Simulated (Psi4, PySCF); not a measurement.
Input for PySCF:
```python
from pyscf import gto, scf, dft

mol = gto.M(
    atom='''
Zn    0.00000000    0.00000000    0.00000000
''',
    basis='def2-svp',
    verbose=4,
)

mf = dft.RKS(mol)
mf.xc = 'bhandhlyp'
mf.grids.atom_grid = (99, 590)
mf.grids.prune = None
mf.kernel()
```

Problem. Give the equivalent Psi4 input.

Solution. Several could match; the one computed here: 
```
memory 2 GB

molecule {
0 1
Zn    0.00000000    0.00000000    0.00000000
}

set {
  basis def2-svp
  scf_type pk
  puream true
  d_convergence 1e-8
  dft_radial_points 99
  dft_spherical_points 590
}

energy('bhhlyp')
print_variables()
```

Both were run: PySCF gave -1779.101206 Eh and Psi4 -1779.101205 Eh, 0.001 mEh apart.
